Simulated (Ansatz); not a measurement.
Ansatz results at the PBE0-D4/def2-TZVP geometry: size of the dipole moment (PBE/def2-TZVPP) 2.67 D; size of the dipole moment (B3LYP/def2-TZVPP) 2.80 D; size of the dipole moment (ωB97M-V/def2-TZVPP) 2.88 D.

Each molecule was computed in one conformer, which needn't be the lowest.

Problem. Which molecule gave them?
A. `[F][Ga][Cl]`•
B. `[CH3][GeH][C]#N`•
C. `[SiH2]S[SiH2]Cl`•
D. `O[SiH]S[SiH2]O`•

Solution. D. The others give `[F][Ga][Cl]`•: 1.88, 2.10, 2.13; `[SiH2]S[SiH2]Cl`•: 0.81, 0.84, 0.77; `[CH3][GeH][C]#N`•: 4.27, 4.37, 4.36.

B3LYP here is the variant with VWN-RPA as its local correlation; programs differ in this.
